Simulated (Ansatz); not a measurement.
The cluster Li₅Br₄. The state is a doublet with charge 0. Geometry PBE-D4/def2-SVP; atoms count from 1.

```xyz
9

Li    0.742   -0.660   -1.830
Li    1.742   -1.937    0.945
Li    0.807    1.649    0.934
Li   -1.594    0.018    0.891
Li   -1.067    1.862   -1.377
Br   -1.522    2.522    0.930
Br   -1.739   -0.517   -1.533
Br    2.178   -2.483   -1.263
Br    0.452   -0.454    2.303
```

Another isomer (doublet) lies 0.07 eV lower at PBE0-D4/def2-TZVP; other spin states weren't run for this one.

Question: Estimate the Mulliken populations from the PBE0/def2-TZVP orbitals of Ansatz.

Answer: 
| atom | charge (e) | spin (α − β) |
| --- | --- | --- |
| Li1 | 0.48 | 0.30 |
| Li2 | 0.77 | -0.02 |
| Li3 | 0.37 | 0.45 |
| Li4 | 0.75 | -0.07 |
| Li5 | 0.44 | 0.35 |
| Br6 | -0.69 | -0.01 |
| Br7 | -0.69 | 0.00 |
| Br8 | -0.71 | 0.00 |
| Br9 | -0.73 | 0.00 |
Mulliken values depend strongly on the basis.

Question: Where does the spin sit?

Answer: Summed by element: Li 1.01, Br -0.01, of 1 unpaired in all. Largest on single atoms: Li3 0.45, Li5 0.35, Li1 0.30.

Question: And the Mayer bond orders between heavy atoms (over 0.3)?

Answer: Li3–Li5 0.31 (2.98 Å).
